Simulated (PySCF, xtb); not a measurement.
CH3Cl2NSi2, SMILES Cl[Si]1(Cl)C=N[SiH2]1.

Harmonic wavenumbers (cm⁻¹) from GFN2-xTB in xtb at its own minimum, in rising order: 68, 93, 128, 148, 282, 293, 360, 434, 480, 516, 543, 587, 691, 724, 786, 806, 1212, 1597, 2274, 2277, 2987.

Question: What does r2SCAN-D4/def2-SVP run with PySCF 2.14.0 give at its own minimum? (The exact figures need the calculation; the answer reports its results.)

Answer: 53, 113, 155, 180, 284, 327, 449, 471, 566, 590, 656, 687, 741, 771, 889, 938, 1275, 1591, 2229, 2242, 3041. Paired by order, the mean absolute difference is 55 cm⁻¹ and the zero-point energies are 24.7 and 26.1 kcal/mol.
